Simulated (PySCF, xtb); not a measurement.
TaOCl3, SMILES [O]=[Ta]([Cl])([Cl])[Cl], multiplicity 1.

Harmonic wavenumbers (cm⁻¹) from GFN2-xTB (xtb) at its own minimum, in rising order: 100, 100, 107, 137, 137, 314, 339, 339, 827.

Problem. What does r2SCAN-D4/def2-SVP in PySCF give at its own minimum? (The exact figures need the calculation; the answer reports its results.)

Solution. 101, 101, 117, 218, 218, 394, 416, 416, 1012. Paired by order, the mean absolute difference is 66 cm⁻¹ and the zero-point energies are 3.4 and 4.3 kcal/mol.
